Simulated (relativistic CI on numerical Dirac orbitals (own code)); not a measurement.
Radial parameters of Pt⁶⁹⁺

Method of calculation: Dirac-Coulomb-Breit CI, orbitals from a KLI potential per configuration, model QED (radiative potential, 1s self-energy scaled to tabulated hydrogen-like ionisation energies), unscaled Slater integrals (own radial code, finite nucleus).

Slater integrals F^k, G^k are unscaled and averaged over j, outside the closed core 1s2; ζ comes from projecting the Hamiltonian with its Breit term on Σ l·s of the shell.

- 2s2.2p5: ζ(2p) = 9.5349e+06 cm⁻¹; <r>(2p) = 0.06303, <r^2>(2p) = 0.004864 (bohr units).
- 2s2.2p4.3s: F^2(2p,2p) = 1.4889e+06, ζ(2p) = 9.6393e+06, G^1(2p,3s) = 162310 cm⁻¹; <r>(2p) = 0.06272, <r^2>(2p) = 0.004816, <r>(3s) = 0.1673, <r^2>(3s) = 0.03206 (bohr units).
- 2p6.3p: ζ(3p) = 2.7001e+06 cm⁻¹; <r>(3p) = 0.1638, <r^2>(3p) = 0.03116 (bohr units).

Averages of the first 10 configurations, taken without configuration mixing, which lowers the lowest level and can move excited configurations by several eV; other configurations of the list can lie among them:

| Configuration | Parity | States | Average energy above the lowest level (eV) |
| --- | --- | --- | --- |
| 2s2.2p5 | odd | 6 | 592.4 |
| 2s.2p6 | even | 2 | 2297.6 |
| 2p6.3s | even | 2 | 14025.4 |
| 2s2.2p4.3s | even | 30 | 10622.4 |
| 2p6.3p | odd | 6 | 14497.7 |
| 2s2.2p4.3p | odd | 90 | 11107.5 |
| 2p6.3d | even | 10 | 14892.9 |
| 2s2.2p4.3d | even | 150 | 11502.8 |
| 2s.2p5.3s | odd | 24 | 12290.7 |
| 2s.2p5.3p | even | 72 | 12769.4 |
